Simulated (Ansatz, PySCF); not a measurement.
Breaking the Si1–Cl3 bond in ClFSi (SMILES F[Si]Cl) (multiplicity 1 held, fragments rigid). Energies count from the point at 2.097 Å.
Geometry at that point (charge 0, multiplicity 1):
```xyz
3

Si     0.3476     0.2675     0.7820
F      0.9504     1.3420    -0.2547
Cl    -0.7894    -0.9308    -0.5091
```

Restricted levels (R-, RO-) in cc, def2 and unpolarised 6-31G sets keep to the state of the molecule at rest. Unrestricted levels (U-) break spin symmetry where that is lower. Curves can end on different states.

Correlated levels freeze the cores. Rows in 3-21G carry no dispersion term and start afresh at each structure.

Run with Ansatz (a quantum-chemistry and plane-wave program) with Gaussian orbitals; PySCF for 3-21G rows. Values without a source in brackets are computed.

Energies in kcal/mol.

```tsv
R (Å)	R-HF/3-21G	R-HF/cc-pV(T+d)Z	R-PBE/cc-pV(T+d)Z	U-wB97X-V/cc-pV(T+d)Z	R-MP2/cc-pV(T+d)Z
1.677	91.2	58.2	59.7	56.7	58.1
1.887	22.1	9.0	10.6	8.7	9.1
2.097	0.0	0.0	0.0	0.0	0.0
2.306	-2.1	6.9	4.9	6.9	6.8
2.516	4.2	19.5	15.6	19.5	19.5
2.830	19.6	40.3	33.8	40.6	40.7
3.145	36.4	59.2	50.4	60.0	60.2
3.669	61.7	84.4	71.3	85.2	86.4
4.193	81.3	102.8	84.4	99.0	105.4
4.822	97.9	118.6	93.3	106.4	121.2
5.661	115.2	132.4	99.1	109.0	133.6
6.709	125.0	142.7	102.2	109.3	138.8
```

Doubts at one or more of the structures used: a restricted determinant that unrestricted orbitals would lower (R-HF/3-21G, R-HF/cc-pV(T+d)Z, R-PBE/cc-pV(T+d)Z, R-MP2/cc-pV(T+d)Z); a spin-contaminated determinant (U-wB97X-V/cc-pV(T+d)Z).
